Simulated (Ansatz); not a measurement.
Reaction (substitution at a C–N bond): `CN([SiH3])[SiH2]F` + `[OH][GaH][SeH]` → `C[O][GaH][SeH]` + `F[SiH2]N[SiH3]`

Calculated with Ansatz (gas phase, PBE0-D4/def2-TZVP geometries, no zero-point term in ΔE). CCSD(T)/CBS is the MP2 limit (def2-TZVPP, def2-QZVPP) plus CCSD(T) − MP2 in def2-TZVPP, frozen cores. This one scheme is used for every species. Functionals use def2-TZVPP. For Ga, Se outer-core shells are correlated without core-valence functions, which leaves a few kJ/mol of doubt a bond. Scalar relativity is left out up to krypton. Each species was taken in one conformer, which may not be the lowest.

```json
{"level": "ωB97M-V", "ΔE (kJ/mol)": "18.3"}
{"level": "SCS-MP2/def2-QZVPP", "ΔE (kJ/mol)": "19.1"}
```

Problem. What does CCSD(T)/CBS give? (Estimate.)

Solution. Computed: +19.2 kJ/mol. The listed levels differ from it by -0.9, -0.1 kJ/mol.

Largest T1 diagnostic among the species: 0.013.

In def2-TZVPP, CCSD(T) changes the Hartree–Fock value by +13.5 kJ/mol (the triples alone add +1.7 kJ/mol) and MP2 by +17.6 kJ/mol. The D4 term adds +5.3 kJ/mol with B3LYP and +2.9 kJ/mol with PBE0; it sums over pairs of atoms, weighted by their polarisabilities, and B3LYP, whose exchange is more repulsive, gets the larger term.

B3LYP here is the variant with VWN-RPA as its local correlation; programs differ in this.
